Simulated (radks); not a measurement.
Question: Numerical settings for the iridium ion Ir+, [Xe] 4f14 5d7 6s1. Method: Dirac Kohn-Sham, BLYP, spin-unpolarised, spherical densities, point nucleus; open shells are shared between the two j in proportion to 2j + 1; computed with a radial shooting solver on a logarithmic mesh with Libxc functionals. The defaults (mesh step 0.008 in ln r, mesh end at 40 bohr or more with all orbitals vanishing there, Anderson mixing 0.5 over 9 steps, residual threshold near 1e-9 with the energy settled to 1e-9 hartree or 1e-11 of itself, here a cap of 97 iterations) give E = -17858.672 hartree and 6s1/2 at -13.582 eV in 15 iterations. Run on one thread of a shared host, so times are rough (Arm Neoverse N1): 0.25 s of CPU time, 0.25 s wall, 15 iterations on 2648 mesh points. One setting is changed at a time: mesh step in ln r 0.012; mesh step in ln r 0.12; mesh step in ln r 0.2; mesh end (bohr) 12; mesh end (bohr) 5; residual threshold 0.01; residual threshold 1e-05; mixing 0.05; linear mixing, mixing 0.5; linear mixing, mixing 0.8; mixing history 20; iteration cap 2. Which runs fail to converge, and which converge to a wrong energy?

Answer: Not converged within the cap: mesh step in ln r 0.12; mesh step in ln r 0.2; linear mixing, mixing 0.8; iteration cap 2. Settings that end as converged yet miss the energy by more than 1 mhartree: mesh end (bohr) 5 (+0.0467 hartree).
